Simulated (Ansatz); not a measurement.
`[F][In]` + HI → `[In][I]` + H–F at 600 K and 1 bar (ligand exchange at the In–F bond).

Program: Ansatz. Geometries: PBE0-D4/def2-TZVP. ΔE: electronic, gas phase. CCSD(T)/CBS adds triple-zeta CCSD(T) − MP2 to the extrapolated MP2 energy (def2 sets, frozen cores). This one scheme is used for every species. def2 core potentials past Kr. For I, In outer-core shells are correlated without core-valence functions, which leaves a few kJ/mol of doubt a bond.

```csv
species,CCSD(T)/CBS energy (Eh),H − E (kJ/mol),S (J/(mol·K))
`[F][In]`,-289.66597,23.1,261.0
HI,-298.03592,31.6,227.0
`[In][I]`,-487.33455,22.5,293.5
H–F,-100.39570,42.3,194.0
```

H − E and S are ideal-gas, rigid-rotor, harmonic terms from PBE0-D4/def2-TZVP. 1 Eh = 2625.50 kJ/mol, R = 8.31446 J/(mol·K).

Question: By hand: ΔE, ΔH, ΔS and ΔG.

Answer: ΔE = (-487.33455) + (-100.39570) − (-289.66597) − (-298.03592) = -0.02836 Eh = -74.5 kJ/mol. Δ(H − E) = 22.5 + 42.3 − 23.1 − 31.6 = 10.1, so ΔH = -64.4 kJ/mol. ΔS = 293.5 + 194.0 − 261.0 − 227.0 = -0.5 J/(mol·K). ΔG = -64.4 − 600 × (-0.5)/1000 = -64.1 kJ/mol.

Question: By hand: the equilibrium constant, and the temperature at which ΔG would vanish if ΔH and ΔS stayed fixed.

Answer: log₁₀ K = −ΔG/(RT ln 10) = 5.6. ΔG = 0 at ΔH/ΔS = 128800 K, far beyond where these terms or the molecules hold.

The number of gas molecules stays the same, so ΔS is small and ΔH decides. A doubt of 5 kJ/mol in ΔE shifts log₁₀ K by 0.4 here. These are equilibria of isolated gas molecules and say nothing of rates. Largest T1 diagnostic: 0.018 (customary marks: 0.02 for closed shells, 0.045 for open ones).
